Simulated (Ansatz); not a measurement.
`[GaH2][CH]1BO1`, one more setting.

```yaml
crystal:
  periodic: [false, false, false]
  atoms:
    - {symbol: Ga, position_ang: [-0.863871, 1.248521, -0.503790]}
    - {symbol: C, position_ang: [0.528852, 0.051334, 0.405895]}
    - {symbol: B, position_ang: [0.484486, -1.544872, 0.385228]}
    - {symbol: O, position_ang: [1.350178, -0.970747, -0.534066]}
    - {symbol: H, position_ang: [-1.346573, 0.891401, -2.034546]}
    - {symbol: H, position_ang: [-1.504798, 2.498370, 0.355810]}
    - {symbol: H, position_ang: [1.221198, 0.511179, 1.193891]}
    - {symbol: H, position_ang: [0.130518, -2.685196, 0.731578]}
basis:
  gaussian: {orbitals: "6-31G*"}
hamiltonian: {xc: {name: B2GP-PLYP}}
output: {forces: true}
```

```sh
$ ansatz run in.yaml --threads 2 --pin off --events-out ev --progress --plain --max-ram 4352MiB
```

Output, abridged:

```
Functional definition: B2GP-PLYP
852 factors; integrals over basis functions are off by at most 7.6e-4 eV
mean field evaluation 1: about -56165.5516 eV, gradient 3.6e1 eV
mean field evaluation 2: about -56165.5755 eV, gradient 3.6e1 eV
mean field evaluation 4: about -56168.3224 eV, gradient 4.7e0 eV
mean field evaluation 8: about -56168.3782 eV, gradient 2.9e-1 eV
mean field evaluation 16: about -56168.3785 eV, gradient 2.2e-4 eV
mean field -56168.37847067 eV, -2064.1498365029 hartree, gradient 7.2e-6 eV, S^2 0.000000; 0 other end points of the search recorded, 0 dependent functions left out
12 core orbitals not correlated: weight in the atoms' cores, before any rotation towards them, 1.000 or more for the frozen orbitals, at most 0.000 for the correlated occupied ones
reference -56168.37859366 eV, -2064.1498410227 hartree; 15, 15 occupied and 61, 61 virtual orbitals, 852 factors
second order -20.33991081 eV of doubles, -0.00000000 eV of singles
Total energy: -56175.70096156 eV, -2064.4189330795 hartree
Atom 0 at    -0.863871     1.248521    -0.503790 Å, force     0.280543    -0.267455     0.068233 eV/Å
Atom 1 at     0.528852     0.051334     0.405895 Å, force     0.267801    -0.717250     0.425932 eV/Å
Atom 2 at     0.484486    -1.544872     0.385228 Å, force     1.065379     1.340922    -1.172469 eV/Å
Atom 3 at     1.350178    -0.970747    -0.534066 Å, force    -1.761247    -0.498906     1.904378 eV/Å
Atom 4 at    -1.346573     0.891401    -2.034546 Å, force     0.269466     0.195793     0.891714 eV/Å
Atom 5 at    -1.504798     2.498370     0.355810 Å, force     0.377317    -0.718349    -0.471350 eV/Å
Atom 6 at     1.221198     0.511179     1.193891 Å, force    -0.921729    -0.666337    -1.237865 eV/Å
Atom 7 at     0.130518    -2.685196     0.731578 Å, force     0.422470     1.331582    -0.408573 eV/Å
Dipole moment:    -0.159054     0.033439     0.255483 e Å
```

Run time 3.8 s (2 threads of an Intel Xeon Platinum 8488C on a shared host); peak host memory 0.38 GiB.
